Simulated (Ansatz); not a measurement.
Frontier orbitals of C2H5BO, SMILES `B1CCO1`.

The species carries charge 0 and has multiplicity 1. The structure was optimised at the PBE0-D4/def2-TZVP level. Basis def2-TZVPP, Ansatz 0.2.0.

Orbital energies of one run (eV). Highest occupied ones, from the top: -7.21, -7.94, -8.10, -9.55, -10.29, -12.04, -12.47, -12.55, -16.33, -19.29, -27.56, -180.78, -272.67, -274.70. Empty: -0.73, 1.23, 1.39, 2.19, 2.34, 3.30.

Question: Which functional gave them?
A. CAM-B3LYP
B. r2SCAN0
C. B3LYP
D. r2SCAN

Answer: D. HOMO energies: r2SCAN -7.21, CAM-B3LYP -9.80, r2SCAN0 -8.51, B3LYP -8.14 eV.

B3LYP here is the variant with VWN-RPA as its local correlation; programs differ in this.
